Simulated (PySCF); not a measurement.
Atom-mapped SMILES (the numbers label the heavy atoms): `[NH2:1][SiH:2]([NH2:3])[c:4]1[cH:5][cH:6][cH:7][cH:8][cH:9]1`. Each H is labelled by its parent atom.

[PySCF: σ from GIAO-PBE0/pcSseg-1; geometry: PBE0-D3(BJ)/def2-SVP; no solvent; equivalent nuclei averaged; non-relativistic; one computed conformer]

δ = σ(ref) − σ, references computed at the same level: TMS for ¹³C, ¹H, ²⁹Si; ¹⁵N vs NH3.

```csv
atoms,nucleus,count,Hirshfeld charge,δ (ppm)
H(C6)/H(C8),¹H,2,0.05,7.44
N1/N3,¹⁵N,2,-0.32,25.0
H(C7),¹H,1,0.05,7.45
Si2,²⁹Si,1,0.40,-24.3
H(C5)/H(C9),¹H,2,0.04,7.81
C4,¹³C,1,-0.11,145.1
H(Si2),¹H,1,-0.10,5.23
C5/C9,¹³C,2,-0.05,?
C7,¹³C,1,-0.05,135.7
C6/C8,¹³C,2,-0.05,?
H(N1)/H(N3),¹H,4,0.12,?
```

Question: Complete the table.

Answer: 
- C5/C9: 139.5 ppm, aromatic CH; the aromatic region
- C6/C8: 133.2 ppm, aromatic CH; the aromatic region
- H(N1)/H(N3): 0.51 ppm, hydrogen on a nitrogen bonded to Si; exchangeable, gas-phase position

OH and NH positions are those of a molecule without intermolecular hydrogen bonds; in solution they move with solvent, concentration and temperature, and exchange usually removes their couplings. Shifts are as computed. Against solution values, carbons near 30 ppm lie about +2 ppm off and those near 130 ppm about +5 ppm. Of 1309 compounds with measured shifts, 239 miss one by over three times the rms of a fit or turn the order of signals round; such compounds aren't used in these exercises. Experimental scales use liquid or dissolved standards, which lie at an offset from isolated NH3 (liquid NH3: subtract about 20 ppm).
